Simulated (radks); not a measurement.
Q: Lu40+, 31 electrons, occupied as [Ar] 3d10 4s2 4p1. Method: non-relativistic Kohn-Sham, TPSS, spin-polarised, spherical densities, point nucleus; open shells are filled with parallel spins first (spin-orbit coupling, left out, can overturn this in heavy ions); meta-GGA in the generalised Kohn-Sham scheme; relativity is left out, which matters for an element this heavy; computed with a radial shooting solver on a logarithmic mesh with Libxc functionals. Some entries of the table are withheld. Estimate them.

| orbital | occ. | eigenvalue (eV) | <r^2> (bohr^2) |
|---|---|---|---|
| 1s up | 1 | -60349.73 | 0.0006084 |
| 1s down | 1 | -60348.83 | 0.0006084 |
| 2s up | 1 | -11335.13 | 0.009530 |
| 2s down | 1 | -11334.79 | 0.009529 |
| 2p up | 3 | -10925.35 | 0.007058 |
| 2p down | 3 | -10924.63 | 0.007058 |
| 3s up | 1 | -3868.189 | 0.05807 |
| 3s down | 1 | -3867.328 | 0.05803 |
| 3p up | 3 | -3683.833 | 0.05364 |
| 3p down | 3 | -3682.794 | 0.05361 |
| 3d up | 5 | -3347.695 | 0.04156 |
| 3d down | 5 | -3346.704 | 0.04154 |
| 4s up | 1 | (1) | 0.2214 |
| 4s down | 1 | (2) | 0.2216 |
| 4p up | 1 | (3) | 0.2194 |
| 4p down | 0 | (4) | 0.2195 |
| 4d up | 0 | -1673.714 | 0.2088 |
| 4d down | 0 | -1667.668 | 0.2087 |
| 5s up | 0 | (5) | 0.6087 |
| 5s down | 0 | (6) | 0.6092 |

A: 
(1) 4s up eigenvalue (eV): -1891.116
(2) 4s down eigenvalue (eV): -1884.102
(3) 4p up eigenvalue (eV): -1811.590
(4) 4p down eigenvalue (eV): -1804.808
(5) 5s up eigenvalue (eV): -1121.020
(6) 5s down eigenvalue (eV): -1118.876
